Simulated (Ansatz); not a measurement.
Two isomers of C8H16: A = `C[C@H]1CC[C@@H](C)CC1`, B = `C=C(C)CC(C)(C)C`.

Gas-phase electronic energies from Ansatz, PBE0-D4/def2-TZVP geometries. CCSD(T)/CBS is the MP2 limit (def2-TZVPP, def2-QZVPP) plus CCSD(T) − MP2 in def2-TZVPP, frozen cores. Functionals use def2-TZVPP. B3LYP here is the variant with VWN-RPA as its local correlation; programs differ in this. Each species was taken in one conformer, which may not be the lowest.

A:

Z-matrix (Å, degrees):
```
C
C 1 1.518
H 1 1.095 2 110.7
H 1 1.093 2 111.4 3 -119.7
H 1 1.093 2 111.4 3 119.7
C 2 1.525 1 111.6 3 61.8
C 2 1.525 1 111.6 3 -61.8
H 2 1.100 1 108.3 3 -180.0
C 6 1.523 2 112.0 1 -179.3
H 6 1.097 2 108.8 1 -57.3
H 6 1.095 2 109.8 1 58.3
C 7 1.523 2 112.0 1 179.3
H 7 1.095 2 109.8 1 -58.3
H 7 1.097 2 108.8 1 57.3
C 9 1.529 6 112.7 2 55.4
H 9 1.095 6 110.3 2 178.7
H 9 1.097 6 108.6 2 -65.1
H 12 1.095 7 110.3 2 -178.7
H 12 1.097 7 108.6 2 65.1
C 15 1.524 9 112.2 6 72.1
H 15 1.097 9 107.7 6 -170.3
H 20 1.093 15 110.9 9 58.1
H 20 1.093 15 110.9 9 177.8
H 20 1.092 15 112.3 9 -62.0
```

B:

Z-matrix (Å, degrees):
```
C
C 1 1.497
H 1 1.091 2 111.6
H 1 1.096 2 110.1 3 120.2
H 1 1.093 2 111.8 3 -121.8
C 2 1.505 1 116.9 3 177.7
C 2 1.330 1 121.3 3 -4.4
C 6 1.546 2 116.9 1 -94.3
H 6 1.096 2 108.8 1 28.0
H 6 1.095 2 109.1 1 143.8
H 7 1.085 2 121.5 1 -177.1
H 7 1.085 2 121.5 1 2.3
C 8 1.526 6 107.4 2 174.5
C 8 1.525 6 110.4 2 -66.7
C 8 1.525 6 111.6 2 54.9
H 13 1.093 8 110.8 6 178.2
H 13 1.094 8 111.1 6 -61.8
H 13 1.094 8 111.1 6 58.3
H 14 1.094 8 110.4 6 -178.3
H 14 1.092 8 111.3 6 61.7
H 14 1.094 8 111.1 6 -58.7
H 15 1.094 8 110.2 6 175.8
H 15 1.094 8 111.5 6 56.3
H 15 1.092 8 111.4 6 -64.9
```

(1) Which isomer does CCSD(T)/CBS put lower? Give the gap. (Best estimate.)

(2) Give E(B) − E(A) in kcal/mol with PBE0-D4, LDA (SPW92), B3LYP-D4, HF/def2-TZVPP, CCSD(T)/def2-TZVPP, PBE-D4, B2PLYP. (Estimate.)

Largest T1 diagnostic: 0.009.

## Answers

(1) Computed: A, by 18.0 kcal/mol.

(2) The calculation gave: PBE0-D4 21.5, LDA (SPW92) 23.7, B3LYP-D4 15.8, HF/def2-TZVPP 17.6, CCSD(T)/def2-TZVPP 18.0, PBE-D4 18.4, B2PLYP 16.7. None reverses the order clearly.

From r2SCAN to r2SCAN0 (25 % exact exchange), in def2-TZVPP and without D4, E(B) − E(A) moves by +2.6 kcal/mol. At CCSD(T), def2-SVP lies +2.1 kcal/mol from the extrapolated value and def2-TZVPP +0.0 kcal/mol.
